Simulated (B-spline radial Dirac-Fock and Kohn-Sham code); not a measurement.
## Dipole and non-dipole photoemission parameters of Tc²⁺ 3d3/2

System: technetium as Tc²⁺, configuration [Kr] 4d5; threshold 287.8 eV (orbital energy of the model). Method: Dirac-Hartree-Slater photoionisation with a Latter tail; cross sections with all multipoles, angular parameters from the dipole term and its interference with E2. Computed with a B-spline atomic structure program.

The run's input, task.json:

```json
{"items": [{
  "Z": 43,
  "q": 2,
  "cfg": [[1, 0, 2], [2, 0, 2], [2, 1, 6], [3, 0, 2], [3, 1, 6], [3, 2, 10], [4, 0, 2], [4, 1, 6], [4, 2, 5]],
  "A": 97,
  "rrms": 4.4112,
  "do": "xps",
  "hv": [51.4, 60, 62.1, 73.9, 80, 81.8, 125.0, 173.0, 174.0, 177.0, 180.0, 218.0, 296.0, 300, 327.0, 346.0, 400, 1060.0, 1210.0, 1390.0, 1486.9, 1830.0, 3220.0, 4960.0, 5414.7, 5710.0, 12000, 13300.0, 15000]
}]}
```

Run with: `python xray2_run.py task.json out`

For linearly polarised light dσ/dΩ = σ/(4π) [1 + β P₂(cos θ) + (δ + γ cos²θ) sin θ cos φ], with θ from the polarisation vector and φ the angle between the beam and the projection of the electron momentum on the plane normal to the polarisation.

```
hν (eV)  σ (kb)      β       γ       δ
    296     974  1.133   0.025  -0.002
    300    1200  0.871   0.016  -0.001
    327    1640  0.292  -0.015   0.002
    346    1660  0.296  -0.026   0.004
    400    1490  0.508  -0.041   0.009
   1060       ?      ?       ?       ?
   1210     112  1.234   0.250   0.054
   1390    74.5  1.232   0.323   0.060
 1486.9    60.9  1.227   0.361   0.064
   1830    32.0  1.197   0.482   0.076
   3220    4.93  1.036   0.834   0.128
   4960    1.05  0.873   1.095   0.195
 5414.7   0.763  0.838   1.144   0.213
   5710   0.626  0.817   1.173   0.224
  12000  0.0347  0.536   1.502   0.442
  13300  0.0229  0.500   1.533   0.483
  15000  0.0140  0.458   1.562   0.534
```

Question: Give the values at 1060 eV.

Answer: σ = 164 kb, β = 1.224, γ = 0.186, δ = 0.048.
